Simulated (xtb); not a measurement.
Te(OMe)2 (C₂H₆O₂Te), SMILES CO[Te]OC. All values are semi-empirical tight-binding results from xtb (GFN2-xTB unless named), good for trends rather than for accurate numbers. The structure is a stationary point at GFN2-xTB. Other conformers were not sampled.

Optimised geometry:

Bond lengths (Å): Te1–O2 1.984, Te1–O7 1.985, O2–C3 1.408, C3–H4 1.093, C3–H5 1.091, C3–H6 1.092, O7–C8 1.408, C8–H9 1.092, C8–H10 1.091, C8–H11 1.092. Bond angles (°): O2–Te1–O7 95.4, Te1–O2–C3 119.3, O2–C3–H4 111.8, O2–C3–H5 105.9, O2–C3–H6 111.7, H4–C3–H5 109.1, H4–C3–H6 109.3, H5–C3–H6 109.0, Te1–O7–C8 119.2, O7–C8–H9 111.8, O7–C8–H10 105.8, O7–C8–H11 111.7, H9–C8–H10 109.1, H9–C8–H11 109.3, H10–C8–H11 109.0.
Charge 0, spin multiplicity 1.

**Question.** Estimate the properties. (An estimate is asked for; the answer gives what the named calculation found.)

**Answer.** 
```json
{
  "point_group_as_xtb_finds_it": "C2",
  "orbital_gap": "3.78 eV",
  "zero_point_energy": "50.3 kcal/mol",
  "G − E(el) at 298.15 K (modified RRHO)": "29.5 kcal/mol",
  "static polarisability (D4 model)": "76.0 bohr³",
  "solvation energy, GFN2-xTB/ALPB(water)": "-3.7 kcal/mol",
  "solvation energy, GFN2-xTB/ALPB(ch2cl2)": "-7.1 kcal/mol"
}
```

**Question.** Give the atomic charges and the Wiberg bond orders between heavy atoms. (An estimate is asked for; the answer gives what the named calculation found.)

**Answer.** charges (e) Te1 0.24, O2 -0.31, C3 0.04, H4 0.04, H5 0.06, H6 0.05, O7 -0.31, C8 0.04, H9 0.04, H10 0.06, H11 0.05. Bond orders Te1–O2 1.18, O2–C3 0.99, Te1–O7 1.18, O7–C8 0.99.
